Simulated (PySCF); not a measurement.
# Computed beside measured shifts

System: C12H8B2O4 (measured compound), SMILES c1ccc2c(c1)OB(B1Oc3ccccc3O1)O2.

Atom-mapped SMILES (hydrogens are numbered by the atom that bears them): [cH:1]1[cH:2][cH:3][c:4]2[c:5]([cH:6]1)[O:7][B:8]([B:9]1[O:10][c:11]3[cH:12][cH:13][cH:14][cH:15][c:16]3[O:17]1)[O:18]2

Level of theory: GIAO KT3/pcSseg-1, gas phase, PySCF SCF with an in-house response code, fitting set def2-universal-JFIT, grid level 2, non-relativistic, on the GFN2-xTB geometry.

One optimised conformer. Values are averaged over the atoms that symmetry or fast rotation interchanges, on this one geometry and without vibrational averaging. Shifts are the reference shielding less the shielding here, at the same level (11B against isolated BF3·OEt2; 13C, 1H against isolated TMS; 17O against isolated H2O); nuclei without a reference have shieldings only.

(1) What shifts does this level give for B8/9, and how do they compare with measurement?

Answers

(1) 
| atom | nucleus | computed / ppm | measured / ppm | computed less measured | measured against | medium of the measurement |
| --- | --- | --- | --- | --- | --- | --- |
| B8/9 | 11B | 22.7 | 30.7 | -8.0 | BF3.OEt2 | CH2Cl2 |

Measured values: H. S. Rzepa et al., J. Org. Chem. 2018, An accessible method for DFT calculation of 11B NMR shifts.
